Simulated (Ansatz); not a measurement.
CH₅ClFNSi, SMILES `N[SiH](F)CCl` from Hartree–Fock to CCSD(T)

Z-matrix (Å, degrees):
```
Si
F 1 1.607
C 1 1.873 2 103.7
N 1 1.689 2 113.8 3 120.2
H 1 1.477 2 106.8 3 -119.8
Cl 3 1.784 1 110.5 2 -171.4
H 3 1.092 1 111.9 2 68.4
H 3 1.091 1 111.1 2 -52.0
H 4 1.005 1 123.9 2 -76.6
H 4 1.005 1 122.5 2 90.9
```

Charge 0, multiplicity 1. The structure was optimised at the PBE0-D4/def2-TZVP level. It is one conformer, not always the lowest. Frozen core, restricted reference, the Gaussian-basis code of Ansatz. CBS rows extrapolate triple and quadruple zeta; past MP2 they add the triple-zeta difference.

```
     basis     HF (Eh)  MP2 corr.  CCSD corr.       (T)  CCSD(T) total
def2-TZVPP           ?   -0.94480           ?  -0.03618              ?
def2-QZVPP  -943.35592          ?           –         –              –
 CBS(def2)  -943.36030   -1.08552           ?     as TZ              ?
```

Problem. Fill in the withheld values. (Best estimate.)

Solution. The calculation gave: def2-TZVPP HF (Eh): -943.32414; def2-TZVPP CCSD corr.: -0.98799; def2-TZVPP CCSD(T) total: -944.34831; def2-QZVPP MP2 corr.: -1.02564; CBS(def2) CCSD corr.: -1.12871; CBS(def2) CCSD(T) total: -944.52519.
